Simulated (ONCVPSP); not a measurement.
# gallium, ONCV: configuration errors across variants

ONCVPSP 4.0.1 input, shortened (lines: element, Z, core and valence counts, functional; n l f; lmax; l rc ep ncon nbas qcut; lloc lpopt rc5 dvloc0; l nproj debl; icmod fcfact rcfact), PBEsol, scalar-relativistic:

```
  Ga 31.00    6    2  -116133      upf
    1    0    2.00
    2    0    2.00
    2    1    6.00
    3    0    2.00
    3    1    6.00
    3    2   10.00
    4    0    2.00
    4    1    1.00
    1
    0    1.75    0.00    4    7    3.20
    1    2.65    0.00    5    9    3.40
    4    5    1.50    2.00
    0    2    3.80
    1    2    2.80
    0    0.00    0.00
```

All-electron excitation energies from the reference (eV): (1) 4s2 4p0 5.680; (2) 4s1 4p0 26.816; (3) 4s2 4p0.5 2.027; (4) 4s1 4p1 13.085.

1 further variants failed, have other tests or too few solved ones, and are left out.

Errors AE − PS in meV (a dash: test not solved or not reliable):

| change | (1) | (2) | (3) | (4) | bound ghosts | GHOST(+) flags above zero |
| --- | --- | --- | --- | --- | --- | --- |
| base | -4.5 | -7.0 | -1.0 | +2.3 | none | s |
| s: qcut 2.2; p: qcut 2.4 | -4.5 | -10 | -1.0 | +1.5 | none | s |
| s: qcut 2.7; p: qcut 2.8 | -4.5 | -9.3 | -1.0 | +2.3 | none | s |
| s: qcut 3.1; p: qcut 3.3 | -4.5 | -7.5 | -1.0 | +2.4 | none | s |
| s: qcut 4.1; p: qcut 4.3 | -4.2 | -2.9 | -0.9 | +2.4 | none | s |

(1) Give the same row for: s: qcut 3.6; p: qcut 3.8.

## Answers

(1) -4.5, -5.1, -1.0, +2.3; bound ghosts: none; GHOST(+) flags above zero: s.
